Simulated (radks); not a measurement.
Charge is removed step by step from the 5s1/2 level of Tm+, starting from [Xe] 4f13 6s1. Calculated with a radial shooting solver on a logarithmic mesh with Libxc functionals: Dirac Kohn-Sham, LDA (Slater exchange, Perdew-Wang correlation), spin-unpolarised, spherical densities, finite nucleus; open shells fill j = l - 1/2 first; Fermi nuclear charge, rms radius 5.2256 fm.

removed (e)  E - E(0) (eV)  eigenvalue (eV)  E minus straight line (eV)
0                    0.000          -60.228                       0.000
0.1                  6.090          -61.568                      -0.627
0.2                 12.314          -62.926                      -1.119
0.3                 18.676          -64.303                      -1.474
0.4                 25.175          -65.695                      -1.690
0.5                 31.815          -67.103                      -1.767
0.6                 38.596          -68.526                      -1.702
0.7                 45.521          -69.962                      -1.494
0.8                 52.589          -71.411                      -1.142
0.9                 59.803          -72.873                      -0.644
1                   67.164          -74.346                       0.000

Removing the whole electron costs 67.164 eV by Delta-SCF, against 60.228 eV from minus the eigenvalue at the starting occupation. Slater's transition state (half an electron removed) gives 67.103 eV. Integrating minus the eigenvalue over the occupation (Janak's theorem) gives 67.164 eV. The mean slope of the eigenvalue, de/dn, is 14.1 eV per electron.
